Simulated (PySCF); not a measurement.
# 2 SiF₃ → SiF₂ + SiF₄

Level: B3LYP in the def2-TZVP basis family, all electrons, no relativity, computed in PySCF with density fitting; open shells unrestricted.

```json
{"species": "SiF₃", "state and structure": "doublet, C3v, Si–F 1.588 Å (×3); F–Si–F 108.0° (×3)", "E (Eh)": "-589.33299", "ZPE (kJ/mol)": "21.9", "H(298 K) − H(0) (kJ/mol)": "13.5", "S° (J/(mol K))": "283.4"}
{"species": "SiF₂", "state and structure": "singlet, C2v, Si–F 1.609 Å (×2); F–Si–F 100.8°", "E (Eh)": "-489.39713", "ZPE (kJ/mol)": "12.1", "H(298 K) − H(0) (kJ/mol)": "11.3", "S° (J/(mol K))": "257.2"}
{"species": "SiF₄", "state and structure": "singlet, Td, Si–F 1.567 Å (×4)", "E (Eh)": "-689.35762", "ZPE (kJ/mol)": "33.1", "H(298 K) − H(0) (kJ/mol)": "15.4", "S° (J/(mol K))": "283.4"}
```

**Question.** What is the electronic reaction energy?

**Answer.** At B3LYP/def2-TZVP, ΔE = -233.1 kJ/mol from the differences of the total energies times 2625.5, downhill. The bond broken in SiF₃ is weaker than the one that a second molecule gains.

**Question.** Add zero-point, thermal and entropy terms for 298.15 K and 1 bar.

**Answer.** ΔZPE = 1.4 and Δ[H(298) − H(0)] = -0.3 kJ/mol give ΔH° = -232.0 kJ/mol. ΔS° = -26.2 J/(mol K), so ΔG° = -232.0 − 298.15 × (-0.0262) = -224 kJ/mol.

The structures come from searches over a few start shapes, so lower isomers are not excluded.
